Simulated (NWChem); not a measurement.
System: CH₃FOTe; SMILES CO[Te]F

```xyz
7

Te     0.3144    -0.4756     0.0282
F     -1.5714    -0.9374    -0.0694
O      0.1573     1.3913    -0.5680
C     -0.3406     2.3558     0.3352
H      0.1985     2.3527     1.2990
H     -0.2043     3.3387    -0.1423
H     -1.4157     2.2095     0.5334
```
Atoms are numbered in this order, from 1.

Coordinates come from a PBE0/def2-SVP optimisation. def2 effective core potentials on Te; no spin-orbit coupling.

**Question.** List the 6 lowest vertical singlet excitations from BHandHLYP/def2-SVP with def2 effective core potentials on Te, full TDDFT (NWChem).

**Answer.** 
```
state  energy (eV)  oscillator strength  leading excitation (squared amplitude)
-----  -----------  -------------------  --------------------------------------
S1            2.74                0.000                      HOMO → LUMO (1.00)
S2            3.80                0.004                    HOMO → LUMO+1 (0.99)
S3            5.76                0.003                    HOMO−1 → LUMO (0.47)
S4            6.30                0.008                    HOMO−2 → LUMO (0.49)
S5            6.43                0.026                    HOMO−2 → LUMO (0.43)
S6            7.46                0.197                  HOMO−2 → LUMO+1 (0.63)
```
